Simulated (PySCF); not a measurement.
Gas-phase reaction: C2F6 + 2 CCl4 ⇌ 6 F + 4 CCl2

Method: PySCF energies plus ideal-gas RRHO corrections (1 bar). † marks an energy on the PBE0/def2-TZVP geometry and frequencies; other levels use their own. MP2 freezes the core. Open shells (unrestricted): F (multiplicity 2, electronic degeneracy 6); the rest are closed-shell singlets. Spin-orbit splitting is ignored; it lowers the true energy and changes the entropy of F. B3LYP is the form with VWN-RPA correlation. MP2 isn't extrapolated to the basis-set limit; its ΔH°(298 K) is 3094.7 kJ in def2-SVP and 3103.8 kJ in def2-TZVPP. The harmonic model lacks anharmonicity and excited electronic states, which grow with temperature; levels with a mode under 35 cm⁻¹ are left out. Internal rotation in C2F6 is treated as a harmonic vibration of one conformer, which makes the entropy rough.

```csv
level,"ΔE electronic, kJ","ΔH°(298 K), kJ","ΔS°(298 K), J/K","ΔG°(1200 K), kJ"
B3LYP/def2-TZVP†,2857,2801,1071,1511
BLYP/def2-TZVP†,2826,2771,1071,1480
M06-2X/def2-TZVP†,3022,2966,1071,1676
MP2/def2-SVP†,3150,3095,1071,1804
PBE/def2-TZVP†,3034,2978,1071,1688
PBE0/def2-SVP†,3122,3067,1071,1776
PBE0/def2-TZVP,2974,2918,1071,1628
r2SCAN/def2-TZVP†,2988,2933,1071,1642
ωB97M-V/def2-TZVP†,2997,2941,1071,1651
ωB97X-V/def2-TZVP†,3027,2971,1071,1681
```
ΔH° is lowest at BLYP/def2-TZVP† and highest at MP2/def2-SVP†. No reference value is set beside these.
